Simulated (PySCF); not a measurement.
# Bond curve of KO⁺

Set-up: PySCF, no relativity, basis sets K def2-SVP, O def2-SVP. Energies in eV from K⁺ + O in their ground configurations at the same level. State: ³Σ⁻ (triplet), unpaired electrons π ↑↑.

All columns are PBE0. A positive dipole points towards O; it is taken about the centre of mass and depends on that origin.

| R (Å) | E (eV) | μ (D) | Mulliken charge on K (basis-dependent) | HOMO (eV) | LUMO (eV) | Mayer bond order | ⟨S²⟩ |
| --- | --- | --- | --- | --- | --- | --- | --- |
| 2.594 | -0.171 | -3.16 | 0.95 | -14.88 | -9.56 | 0.10 | 2.00 |
| 2.714 | -0.223 | -3.34 | 0.95 | -14.68 | -9.33 | 0.11 | 2.00 |
| 2.835 | -0.249 | -3.51 | 0.94 | -14.48 | -9.12 | 0.11 | 2.00 |
| 2.925 | -0.257 | -3.64 | 0.94 | -14.34 | -8.97 | 0.11 | 2.00 |
| 3.016 | -0.259 | -3.76 | 0.94 | -14.19 | -8.83 | 0.11 | 2.00 |
| 3.107 | -0.257 | -3.89 | 0.94 | -14.06 | -8.69 | 0.11 | 2.00 |
| 3.227 | -0.249 | -4.07 | 0.94 | -13.88 | -8.51 | 0.11 | 2.00 |
| 3.378 | -0.235 | -4.29 | 0.95 | -13.67 | -8.30 | 0.10 | 2.00 |
| 3.559 | -0.215 | -4.57 | 0.95 | -13.43 | -8.07 | 0.09 | 2.00 |
| 3.800 | -0.185 | -4.94 | 0.96 | -13.13 | -7.77 | 0.08 | 2.00 |

A fit through these points gives, at Re = 3.006 Å, μ = -3.75 D and dμ/dR = -1.43 D/Å; the reduced mass is 11.34 u.

How strong is the fundamental in the double-harmonic approximation, I = 42.26·(dμ/dR)²/μred km/mol?

I = 42.26·(-1.43)²/11.34 = 7.62 km/mol at PBE0.

The bond is weak. Basis-set superposition, not corrected here, can be much of De in a small basis, most of all at correlated wavefunction levels. For an ion De counts to the pair picked by the measured ionisation energies or electron affinities, which need not be the lowest pair at this level. The state is the lowest determinant that a PBE0 search found; another state may lie lower at other levels.
